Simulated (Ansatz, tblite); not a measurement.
Cost and result up the ladder for Ge(vinyl)2(NMe2)2 (C8H18GeN2) (29 atoms). Charge 0, multiplicity 1. Geometry: PBE-D4/def2-SVP.

```tsv
atom	x (Å)	y (Å)	z (Å)
Ge1	-0.086	0.489	0.086
C2	-0.761	1.775	-1.232
C3	-0.176	2.962	-1.481
H4	-1.693	1.519	-1.771
H5	0.756	3.276	-0.977
H6	-0.593	3.683	-2.208
C7	0.149	1.304	1.845
C8	-0.052	0.618	2.986
H9	0.477	2.358	1.892
H10	-0.387	-0.434	2.962
H11	0.098	1.071	3.982
N12	1.550	-0.138	-0.505
C13	1.868	-0.257	-1.910
C14	2.364	-0.953	0.371
H15	2.936	0.010	-2.100
H16	1.244	0.434	-2.512
H17	1.720	-1.291	-2.317
H18	2.114	-0.755	1.433
H19	2.243	-2.054	0.196
H20	3.448	-0.723	0.235
N21	-1.245	-0.956	0.342
C22	-2.596	-0.691	0.791
C23	-1.135	-2.097	-0.542
H24	-3.316	-0.475	-0.043
H25	-2.615	0.176	1.483
H26	-3.010	-1.565	1.348
H27	-0.082	-2.242	-0.855
H28	-1.462	-3.032	-0.026
H29	-1.756	-2.012	-1.473
```

Ansatz on 2 threads of AMD EPYC 7R13 on a shared host and a share (18 GiB) of an NVIDIA H100 80GB HBM3; xTB runs through tblite on one thread. Times are rough, summed over both states, and most runs start from the orbitals of an earlier one. PBE0-D4/def2-TZVP serves as the yardstick here, not as an exact answer. The other state is a doublet.

The xTB rows come from tblite. Single mean-field runs in def2-TZVP are fitted with def2-universal-jkfit.

Raw xTB energies of ions are shifted by several eV.

| level | functions | vertical IE (eV) | difference from PBE0-D4/def2-TZVP (eV) |
| --- | --- | --- | --- |
| BLYP-D4/def2-TZVP (with forces) | 466 | 7.00 | -0.43 |
| GFN1-xTB | 85 | 12.21 | 4.78 |
| PBE0-D4/def2-TZVP (with forces) | 466 | 7.43 | 0.00 |
| GFN2-xTB | 67 | 11.65 | 4.22 |
| PBE-D4/def2-TZVP | 466 | 7.05 | -0.38 |

Estimate how long each takes.

GFN2-xTB 0.043 s; GFN1-xTB 0.076 s; PBE-D4/def2-TZVP 12 s; PBE0-D4/def2-TZVP (with forces) 15 s; BLYP-D4/def2-TZVP (with forces) 18 s. On shared hardware such times vary by a factor of up to 3.
